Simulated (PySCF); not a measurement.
A GIAO shielding run with PySCF 2.14.0 with density-fitted response routines (density fitting, non-relativistic, gas phase) on `N#CC[Si@@H]1NC[Si@@H](O)N1`, C₃H₉N₃OSi₂:

```
$ OMP_NUM_THREADS=1 python probes_run.py task.json out

{"job": {"kind": "nmr", "xc": "PBE0", "basis": "pcSseg-1"}, "charge": 0, "multiplicity": 1}
N      4.291685    -0.309276    -0.177050
C      3.366772     0.310001     0.093469
C      2.192636     1.035748     0.433979
Si     0.722823    -0.179401     0.552820
N      0.258569    -0.690241    -1.008685
C     -1.161818    -0.845523    -1.264345
Si    -2.082022     0.342762    -0.092153
O     -3.411257    -0.268783     0.612786
N     -0.760040     0.597253     0.987733
H      2.348521     1.524401     1.394530
H      2.012352     1.799488    -0.321862
H      1.031593    -1.214497     1.557719
H      0.847550    -1.278022    -1.577593
H     -1.360418    -0.624632    -2.315151
H     -1.479664    -1.883025    -1.097935
H     -2.605500     1.553782    -0.704540
H     -3.386721    -1.068578     1.132251
H     -0.833821     1.204860     1.782368
```

Hardware: 1 thread of an Arm Neoverse N1, shared host. The job also computes population analyses, field gradients, ring-centre shieldings.

(1) How large is the calculation?

(2) How long does it take, and how much memory does it need?

## Answers

(1) 84 electrons, 212 basis functions and 1134 auxiliary functions.

(2) 73 s of wall time, with 14 SCF cycles and 5 response iterations; peak memory 0.94 GiB. Times on a shared host scatter by some tens of per cent.
